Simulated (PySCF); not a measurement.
Species: C₆H₉BCl₂.
Structure used (PBE0-D3(BJ)/def2-SVP), in Å, numbered top down from 1:
```xyz
18
C6H9BCl2 angstrom
C      3.1976    1.7036    2.9523
C      1.8860    1.8051    2.7232
Cl     0.9687    3.0607    3.5282
C      1.0492    0.9769    1.8496
Cl     1.9047   -0.2947    1.0166
C     -0.2682    1.1626    1.6883
B     -1.1580    2.2685    2.3782
C     -1.5320    3.5547    1.5413
C     -2.0273    1.8546    3.6302
H      3.7663    0.9208    2.4497
H      3.7091    2.3867    3.6304
H     -0.7766    0.4714    1.0043
H     -0.7310    3.9083    0.8764
H     -2.3806    3.2664    0.8914
H     -1.8869    4.3895    2.1647
H     -1.5456    1.1196    4.2909
H     -2.9396    1.3724    3.2290
H     -2.3670    2.7160    4.2251
```

Method used: PySCF 2.14.0, PBE0-D3(BJ)/def2-SVP geometry optimisation, gas phase.

Take the most abundant isotopes and a rigid rotor. The values belong to one conformer with, in the numbering `[CH2:1]=[C:2]([Cl:3])/[C:4]([Cl:5])=[CH:6]\[B:7]([CH3:8])[CH3:9]`, C1–C2–C4–Cl5 0°.

Question: What are A, B and C (MHz)?

Answer: Ia = 318.61, Ib = 602.84, Ic = 794.43 u·Å²; 505379 MHz·u·Å²/I gives A = 1586, B = 838.3, C = 636.2 MHz.

Question: What kind of rotor is it?

Answer: An asymmetric top: κ = (2 × 838.3 − 1586 − 636.2)/(1586 − 636.2) = -0.57.

Question: Is it planar, by Δ = Ic − Ia − Ib?

Answer: Not planar: Δ = Ic − Ia − Ib = -127.02 u·Å². For a rigid frame Δ = −2 Σ m c², so Σ m c² = 63.51 u·Å² lies off the ab plane: 18.51 from hydrogen and 45.00 from heavier atoms. The atom farthest from that plane is 2.24 Å away.

Question: Give the other two planar moments, Paa and Pbb, and the rms extents of the mass along the axes.

Answer: Paa = Σ m a² = (Ib + Ic − Ia)/2 = 539.33 and Pbb = Σ m b² = (Ia + Ic − Ib)/2 = 255.10 u·Å². With the mass M = 162.02 u, the rms extents √(P/M) along a, b and c are 1.82, 1.25, 0.63 Å.

Question: Where do the levels up to J = 2 lie, in MHz?

Answer: Above 0(0,0):
J = 1: 1(0,1) 1474, 1(1,1) 2222, 1(1,0) 2425
J = 2: 2(0,2) 4388, 2(1,2) 4969, 2(1,1) 5576, 2(2,1) 7819, 2(2,0) 7855
The levels of one J sum to (2J + 1)J(J + 1)(A + B + C)/3.

Question: Predict some low-J microwave lines.

Answer: The dipole components are |μa| = 0.37 D, |μb| = 0.34 D, |μc| = 0.00 D; the mirror of this Cs structure is the ab plane, so μc vanishes by symmetry and there are no c-type lines. The squared components, which scale the intensities, stand as 1.00 : 0.85 (a : b). Some lines, for components of 0.1 D or more:

```tsv
type	branch	J(Ka,Kc)	MHz	lower level (cm⁻¹)
a	Q	2(1,1) ← 2(1,2)	607	0.166
b	Q	1(1,0) ← 1(0,1)	950	0.049
b	Q	2(1,1) ← 2(0,2)	1188	0.146
a	R	1(0,1) ← 0(0,0)	1474	0.000
b	R	2(0,2) ← 1(1,1)	2165	0.074
b	R	1(1,1) ← 0(0,0)	2222	0.000
b	Q	2(2,0) ← 2(1,1)	2279	0.186
a	R	2(1,2) ← 1(1,1)	2747	0.074
b	Q	2(2,1) ← 2(1,2)	2850	0.166
a	R	2(0,2) ← 1(0,1)	2913	0.049
a	R	2(1,1) ← 1(1,0)	3151	0.081
b	R	2(1,2) ← 1(0,1)	3495	0.049
b	R	2(2,1) ← 1(1,0)	5395	0.081
b	R	2(2,0) ← 1(1,1)	5633	0.074
```

No frequency check. Zero-point vibration and centrifugal distortion are left out. A rigid rotor knows nothing of internal rotation, which can split or shift real lines. Quadrupole hyperfine structure (11B, 35Cl) is left out.
